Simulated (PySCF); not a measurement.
C5H5, SMILES C1=C[CH]C=C1, multiplicity 2. Atoms are numbered in the order given.

```xyz
10

C     -1.1792    -0.1251     0.0000
C     -0.2447    -1.1984     0.0000
C      1.0135    -0.6371     0.0000
C      0.8715     0.8319     0.0000
C     -0.4607     1.1290     0.0000
H     -2.2663    -0.2286     0.0000
H     -0.4878    -2.2596     0.0000
H      1.9643    -1.1722     0.0000
H      1.7010     1.5397     0.0000
H     -0.9139     2.1193     0.0000
```
Charge 0, spin multiplicity 2.

The structure is a stationary point at PBE0-D3(BJ)/def2-SVP. The isomer is the one that the SMILES or the coordinates give; other isomers of the formula were not compared.

The numbers are results of PySCF with PBE/pcH-1, not measurements.

Unrestricted Kohn–Sham, ⟨S²⟩ = 0.760. Hyperfine tensors hold the contact and dipolar terms, without spin-orbit corrections.

Computed hyperfine couplings:
```tsv
nucleus	A(iso) (MHz)	A(iso) (G)	dipolar principal values (MHz)
13C no. 1	41.6	14.8	-47.1, -45.6, 92.7
13C no. 2	-28.0	-10.0	-13.5, 6.5, 6.9
13C no. 3	20.9	7.4	-32.1, -30.5, 62.6
13C no. 4	6.7	2.4	-21.2, -19.8, 41.0
13C no. 5	-20.6	-7.4	-1.7, 0.6, 1.1
1H no. 6	-37.2	-13.3	-22.0, -1.7, 23.7
1H no. 7	3.4	1.2	-3.8, 0.2, 3.6
1H no. 8	-25.8	-9.2	-15.6, -2.0, 17.6
1H no. 9	-17.7	-6.3	-11.1, -2.4, 13.4
1H no. 10	-1.2	-0.4	-3.4, -2.3, 5.7
```
